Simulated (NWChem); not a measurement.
Species: SiBiH3Cl2; SMILES [SiH3][Bi]([Cl])[Cl]

Program: NWChem. Medium grid unless said otherwise, to which SCAN and Minnesota functionals are sensitive. Structure relaxed at the PBE0/def2-SVP level. def2 effective core potentials on Bi; no spin-orbit coupling.

For level M05-2X/def2-SVP:

| Property | Result |
|---|---|
| highest occupied level (eV) | -8.41 |
| orbital gap (eV) | 7.17 |
| dipole (D) | 3.98 |

What are these values for level B3LYP/def2-SVP?

The highest occupied level (eV) is -7.01. The orbital gap (eV) is 4.62 and the dipole (D) is 3.68.
